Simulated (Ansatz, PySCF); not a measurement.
C3H5NOSi, SMILES O[Si@@H]1C=CC=N1. Atoms are numbered in the order given.

```xyz
11

O      2.1400     0.0391     0.3807
Si     0.7103     0.1729    -0.4446
C     -0.6426     1.2313     0.3316
C     -1.6949     0.4010     0.4489
C     -1.4156    -1.0036    -0.0053
N     -0.2624    -1.3199    -0.4515
H      2.0988    -0.3403     1.2636
H      1.0783     0.5878    -1.8202
H     -0.6876     2.2856     0.6127
H     -2.6833     0.6766     0.8337
H     -2.2266    -1.7519     0.0584
```

Geometry optimised at PBE0-D3(BJ)/def2-SVP. The structure was generated by enumeration; whether it is a known compound was not checked. Other conformers were not sampled.

Two levels are set side by side: PBE-D3(BJ)/def2-SVP (Ansatz, a first-principles code) and PBE0-D3(BJ)/def2-SVP (Ansatz). Each level has its own optimised geometry; the coordinates shown are those of the second. Frequencies come from the Hessian of PySCF at each geometry. Differences are taken from unrounded values.

```csv
quantity,PBE0-D3(BJ)
mean bond length (Å),1.380
bond O1–Si2 (Å),1.656
bond Si2–C3 (Å),1.885
bond Si2–N6 (Å),1.782
bond C3–C4 (Å),1.346
bond C4–C5 (Å),1.502
bond C5–N6 (Å),1.276
bond O1–H7 (Å),0.962
bond Si2–H8 (Å),1.483
bond C3–H9 (Å),1.092
bond C4–H10 (Å),1.096
bond C5–H11 (Å),1.105
highest harmonic wavenumber (cm⁻¹),3932
mean harmonic wavenumber (cm⁻¹),1261
zero-point energy (kcal/mol),48.66
```

Question: What does PBE-D3(BJ) give, and how far is it from PBE0-D3(BJ)? (An estimate is asked for; the answer gives what the named calculation found.)

Answer: 
```
quantity                            PBE-D3(BJ)  PBE-D3(BJ) minus PBE0-D3(BJ)
----------------------------------  ----------  ----------------------------
mean bond length (Å)                     1.392                         0.012
bond O1–Si2 (Å)                          1.674                         0.018
bond Si2–C3 (Å)                          1.896                         0.011
bond Si2–N6 (Å)                          1.800                         0.018
bond C3–C4 (Å)                           1.358                         0.012
bond C4–C5 (Å)                           1.508                         0.006
bond C5–N6 (Å)                           1.291                         0.014
bond O1–H7 (Å)                           0.973                         0.011
bond Si2–H8 (Å)                          1.495                         0.012
bond C3–H9 (Å)                           1.100                         0.008
bond C4–H10 (Å)                          1.104                         0.009
bond C5–H11 (Å)                          1.115                         0.009
highest harmonic wavenumber (cm⁻¹)        3764                          -168
mean harmonic wavenumber (cm⁻¹)           1214                           -47
zero-point energy (kcal/mol)             46.84                         -1.82
```

GGA bonds tend to be longer and softer than those of functionals with exact exchange. Differences between two approximate levels are no errors against the true value.
